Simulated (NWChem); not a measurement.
CHBClF3O; SMILES OB(Cl)C(F)(F)F

Results from NWChem. B3LYP is NWChem's, with the RPA form of VWN correlation. Each level has its own optimisation; frequencies are unscaled. One conformer.

```tsv
level	r B–C (Å)	r B–Cl (Å)	r B–O (Å)	r H–O (Å)	highest harmonic frequency (cm⁻¹)	lowest (cm⁻¹)	zero-point energy (kcal/mol)	dipole (D)
Hartree-Fock/STO-3G	1.645	1.779	1.321	0.985	4268	49	24.9	2.71
B3LYP/3-21G	1.584	1.777	1.357	0.995	3520	30	21.4	2.53
PBE0/def2-SVP	1.616	1.743	1.333	0.967	3851	35	22.5	1.67
```
